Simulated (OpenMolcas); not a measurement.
Fe4+ (d4) in a complex was computed by CASSCF with the d shell active (OpenMolcas, ANO-RCC-VTZP on the metal). Its lowest spin-free states, and all those of the highest spin:

| 2S+1 | Degeneracy | E (cm-1) |
| --- | --- | --- |
| 5 | 3 | 0.0 |
| 5 | 2 | 10928 |
| 3 | 3 | 14777 |
| 3 | 3 | 17529 |
| 1 | 1 | 18106 |
| 3 | 3 | 21057 |
| 3 | 2 | 22185 |
| 3 | 3 | 22879 |
| 1 | 3 | 23362 |
| 3 | 3 | 24767 |
| 3 | 3 | 28264 |
| 1 | 3 | 28395 |

Problem. Is the site octahedral, tetrahedral or cube-like, axial, or of lower symmetry?

Solution. The states with 2S+1 = 5 have orbital degeneracies 3, 2. Threefold states need a cubic site. For d4 at this spin an octahedron puts the twofold E below the threefold T2 and a tetrahedron or cube puts the threefold T2 below the twofold E, so the site is a tetrahedron or a cube, which this pattern cannot tell apart. The first gap at this spin, 10900 cm-1, is |10Dq| in ligand-field theory. The run had Fe4+ with 4 ligands (oxide) in tetrahedral coordination (Td) at 1.83 Å. A charge of +1 e stands 2.8 Å behind each ligand. Ligand basis ANO-RCC-VDZP.

An orbital triplet at a regular site is open to Jahn-Teller coupling, which can distort the site and quench the lowest spin-orbit gaps and is left out. Without dynamic correlation the repulsion within the d shell is too large (B by tens of per cent), so at a given field states of lower spin stand too high. The least metal-like active orbital is 78 % on the metal (Löwdin) and no ligand orbital is active, so the numbers are rough. The oxide ions are held by bare point charges, a crude embedding. Ligand-to-metal charge-transfer states are missing. With no ligand orbital active B as a rule stays too high, so bands that hang on it stand too high and its fall with covalency is understated. With metal d orbitals alone and no dynamic correlation the field as a rule comes out too small, by tens of per cent, by up to half for chloride and softer ligands. No measured value stands beside these numbers; the geometry is a model, was not optimised and need not be the one that this ion takes.
